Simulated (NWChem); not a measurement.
## GeTe (SMILES [Ge][Te]): the vertical ionisation energy from total energies

GeTe: 2 atoms, total charge 0, spin state singlet. As SMILES, `[Ge][Te]`. The bond length is the measured one.

```xyz
2

Ge    0.0000    0.0000    0.0000
Te    0.0000    0.0000    2.3402
```

Both states at this one shape; open shells run unrestricted unless said. 1 Eh = 27.2114 eV.

| level | program | singlet GeTe (Eh) | doublet GeTe+ (Eh) | HOMO of the first (eV) |
| --- | --- | --- | --- | --- |
| PBE/def2-TZVP (core potential) | NWChem | -2344.748320 | -2344.412330 | -6.17 |
| revPBE/def2-TZVP (core potential) | NWChem | -2344.953834 | -2344.621100 | -6.11 |
| TPSS/def2-TZVP (core potential) | NWChem | -2344.933043 | -2344.596741 | -6.24 |

Question: Work out the vertical ionisation energy at each level.

Answer: 
1. PBE/def2-TZVP (core potential): -2344.412330 − (-2344.748320) = 0.335990 Eh = 9.14 eV; −ε(HOMO) = 6.17 eV.
2. revPBE/def2-TZVP (core potential): -2344.621100 − (-2344.953834) = 0.332734 Eh = 9.05 eV; −ε(HOMO) = 6.11 eV.
3. TPSS/def2-TZVP (core potential): -2344.596741 − (-2344.933043) = 0.336302 Eh = 9.15 eV; −ε(HOMO) = 6.24 eV.

No measured value is set beside it here; the levels span 9.05 to 9.15 eV. In semi-local functionals −ε(HOMO) lies far under the ionisation energy, a result of self-interaction, while the difference of totals does much better. Spin-orbit coupling, which splits open shells on such heavy atoms by tenths of an eV, is left out.
